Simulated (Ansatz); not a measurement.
Cost and result for the atomization energy of CH$_{5}$AlBClO, SMILES `B[CH2][Al]([OH])[Cl]` (10 atoms, 9 bonds).

| atom | x (Å) | y (Å) | z (Å) |
| --- | --- | --- | --- |
| B1 | -1.3247 | -0.0470 | 1.0316 |
| C2 | -0.4686 | -0.9648 | 0.1829 |
| Al3 | 0.6830 | 0.3023 | -0.7634 |
| O4 | 2.1702 | 0.7108 | -0.0889 |
| Cl5 | 0.1353 | 1.0642 | -2.6353 |
| H6 | -0.9584 | 0.2936 | 2.1210 |
| H7 | -2.3351 | 0.4236 | 0.5890 |
| H8 | -0.9667 | -1.4875 | -0.6390 |
| H9 | 0.2615 | -1.5890 | 0.7066 |
| H10 | 2.8034 | 1.2939 | -0.5045 |

Total charge 0; spin multiplicity 1. The structure was optimised at the PBE0-D4/def2-TZVP level. It is one conformer, not always the lowest. Program: Ansatz. All runs use 4 threads of an AMD EPYC 7B13 on a shared host. Times are those of one run each, without the atoms' runs, and a repeat can differ threefold. Electronic energies, without spin–orbit coupling; frozen cores. CCSD(T)/CBS adds CCSD(T) − MP2 in def2-TZVPP to the MP2 limit, and its time is that of the two runs behind it. T1 = 0.011.

CCSD(T)/CBS is a level of theory with its own doubt, some kJ/mol a heavy atom from the limit and from the frozen cores, so smaller differences don't rank the functionals.

| level | functions | wall time |
| --- | --- | --- |
| LDA (SPW92)/def2-TZVPP | 247 | 1.1 s |
| BLYP-D4/def2-TZVPP | 247 | 1.8 s |
| CAM-B3LYP-D4/def2-TZVPP | 247 | 2.8 s |
| CCSD(T)/def2-SVP | 103 | 3 s |
| r2SCAN-D4/def2-TZVPP (with forces) | 247 | 3.3 s |
| r2SCANh-D4/def2-TZVPP | 247 | 3.9 s |
| PBE-QIDH/def2-TZVPP | 247 | 4.1 s |
| ωB97X-V/def2-TZVPP | 247 | 5.5 s |
| B97M-V/def2-TZVPP | 247 | 6.5 s |
| ωB97M-V/def2-TZVPP (with forces) | 247 | 8 s |
| MP2/def2-QZVPP | 461 | 15 s |
| CCSD(T)/def2-TZVPP | 247 | 78 s |
| CCSD(T)/CBS(def2) | – | 92 s |

Problem. What atomization energy does each give, and how far from CCSD(T)/CBS? (An estimate is asked.)

Solution. Ansatz gave: 
```
                             level  atomization (kcal/mol)  difference from CCSD(T)/CBS  per bond
            LDA (SPW92)/def2-TZVPP                   995.5                        110.5      12.3
                BLYP-D4/def2-TZVPP                   877.2                         -7.8      -0.9
           CAM-B3LYP-D4/def2-TZVPP                   886.6                          1.6       0.2
                  CCSD(T)/def2-SVP                   836.6                        -48.4      -5.4
r2SCAN-D4/def2-TZVPP (with forces)                   891.7                          6.7       0.7
             r2SCANh-D4/def2-TZVPP                   886.6                          1.6       0.2
               PBE-QIDH/def2-TZVPP                   881.3                         -3.7      -0.4
                ωB97X-V/def2-TZVPP                   885.7                          0.7       0.1
                 B97M-V/def2-TZVPP                   890.9                          5.9       0.7
  ωB97M-V/def2-TZVPP (with forces)                   888.7                          3.7       0.4
                    MP2/def2-QZVPP                   896.4                         11.4       1.3
                CCSD(T)/def2-TZVPP                   862.8                        -22.2      -2.5
                 CCSD(T)/CBS(def2)                   885.0                          0.0       0.0
```

From r2SCAN to r2SCAN0 (25 % exact exchange), in def2-TZVPP and without D4, the atomization energy moves by −12.7 kcal/mol: exact exchange takes away binding that semilocal exchange gives to molecules. Leaving LDA and LC-ωPBE aside and taking each functional with its dispersion term where it has one, the values, not all of them listed here, spread over 31.8 kcal/mol, from BHLYP-D4 to PBE-D4. LDA lies +106.2 kcal/mol from PBE without D4, its usual overbinding. At CCSD(T), def2-SVP lies −48.4 kcal/mol from the extrapolated value and def2-TZVPP −22.2 kcal/mol: correlation converges slowly with the basis, and small sets miss more of it in the bonded molecule than in its fragments.
